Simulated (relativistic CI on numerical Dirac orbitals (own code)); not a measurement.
## Tm⁴¹⁺: q coefficients and field-shift factors

Computed by Dirac-Coulomb-Breit CI, separate exchange-only KLI orbitals for each configuration, derivatives by finite differences, unscaled Slater integrals, QED left out (own radial code, finite nucleus).

Configuration list (outside the closed core [Ne] 3s2): 3p⁶3d¹⁰, 3p⁶3d⁹4s, 3p⁶3d⁹4p, 3p⁶3d⁹4d, 3p⁵3d¹⁰4s, 3p⁶3d⁹4f, 3p⁵3d¹⁰4p, 3p⁶3d⁸4s². Levels of other configurations are missing.

With x = (α/α₀)² − 1 an excitation energy changes as ω = ω₀ + qx; K = 2q/ω₀ is the relative enhancement. Terms are leading LS components, so labels can repeat. The field-shift factor is F = δν/δ⟨r²⟩ for the transition from the lowest level.

Lowest level 3p⁶3d¹⁰ ¹S0.

```csv
Level,ω₀ (cm⁻¹),q (cm⁻¹),F (GHz/fm²)
3p⁶3d⁹4s ³D3,10350274,-1.113e+06,1440
3p⁶3d⁹4s ¹D2,10363966,-1.111e+06,1440
3p⁶3d⁹4s ³D1,10729656,-730900,1450
3p⁶3d⁹4s ³D2,10738732,-730800,1440
3p⁶3d⁹4p ³P°2,11043137,-1.011e+06,161
3p⁶3d⁹4p ³F°3,11053279,-1.014e+06,159
3p⁶3d⁹4p ³F°2,11424090,-632000,166
3p⁶3d⁹4p ³D°1,11447351,-625900,166
3p⁶3d⁹4p ³F°4,11616589,-333900,92.4
3p⁶3d⁹4p ¹D°2,11630180,-336100,95.1
3p⁶3d⁹4p ¹P°1,11637990,-333700,96.5
3p⁶3d⁹4p ³D°3,11653037,-332300,92.5
3p⁶3d⁹4p ³P°0,11969905,51070,102
```

At this charge energies of transitions that change n are usually good to better than 1 %, and those within a shell (Δn = 0) to a few per cent.

(1) Which transition from the lowest level has the largest |K|?

## Answers

(1) 3p⁶3d⁹4s ³D3 at 10350274 cm⁻¹, K = -0.215.
